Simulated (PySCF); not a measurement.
Si(F)(H)2(nPr) (C3H9FSi), SMILES CCC[SiH2]F.

Geometry optimised at PBE-D3(BJ)/def2-SVP. One conformer was computed; it need not be the lowest.

Two levels are set side by side: TDDFT-PBE/def2-SVPD (PySCF) and TDDFT-ωB97X/def2-SVPD (PySCF). Vertical, same geometry. The lowest singlet is HOMO→LUMO 99 % with PBE and HOMO→LUMO 85 % with the other functional; states are paired by order. Differences are taken from unrounded values.

| quantity | TDDFT-PBE |
|---|---|
| lowest singlet excitation (eV) | 6.58 |
| lowest triplet excitation (TDA) (eV) | 6.31 |

These are the TDDFT-PBE values. What does TDDFT-ωB97X give? (An estimate is asked for; the answer gives what the named calculation found.)


```
quantity                              TDDFT-ωB97X  TDDFT-PBE minus TDDFT-ωB97X
------------------------------------  -----------  ---------------------------
lowest singlet excitation (eV)               7.79                        -1.21
lowest triplet excitation (TDA) (eV)         7.45                        -1.14
```

A lower first singlet is the usual sign of a functional without exact exchange. Differences between two approximate levels are no errors against the true value.

Rough cost on one machine, each run with all the roots and properties that it gave: TDDFT-ωB97X against TDDFT-PBE about 9 times.
